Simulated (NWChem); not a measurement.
System: AlF2 cation; SMILES [F][Al+][F]

NWChem input:

```
start job
memory heap 200 mb stack 900 mb global 1100 mb
charge 1
geometry units angstroms noautoz
  Al     0.000000     0.000000     0.000000
  F      0.000000     0.000000     1.601877
  F      0.000000     0.000000    -1.601877
end
basis spherical
  Al library 6-31g*
  F library 6-31g*
end
dft
  xc m05-2x
  iterations 150
  mulliken
end
task dft energy
```

All runs use the structure optimised with B3LYP/6-31G* (spherical d).

Q: What results follow from this input? (M05-2X/6-31G* (spherical d).) Quantities: energy (Ha); highest occupied level (eV); orbital gap (eV).

A: 
```yaml
energy (Ha): -441.85
highest occupied level (eV): -21.35
orbital gap (eV): 12.30
```
